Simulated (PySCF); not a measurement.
A structure optimised at r2SCAN-D4/def2-SVP, used in a PySCF frequency run:

```
Cd
I 1 2.5921
I 1 2.5921 2 180.00
```

**Question.** Write its SMILES, formula and point group.

**Answer.** [I][Cd][I], CdI2, D∞h

**Question.** What are its rotational constants (standard atomic weights)?

**Answer.** 0.29636 GHz (linear rotor, B only)
